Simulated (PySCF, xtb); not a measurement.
C₃H₃ClF₂, SMILES F[C@@H]1[C@H](F)[C@H]1Cl.

GFN2-xTB run with xtb at its own geometry gives an orbital gap of 6.70 eV and a dipole moment of 1.92 D.

The structure is a stationary point at PBE0-D3(BJ)/def2-SVP. The structure was generated by enumeration; whether it is a known compound was not checked.

### Question
What does PBE/def2-TZVP (PySCF) give? (An estimate is asked for; the answer gives what the named calculation found.)

### Answer
gap 5.61 eV (levels -6.79 and -1.18 eV), dipole 1.07 D.
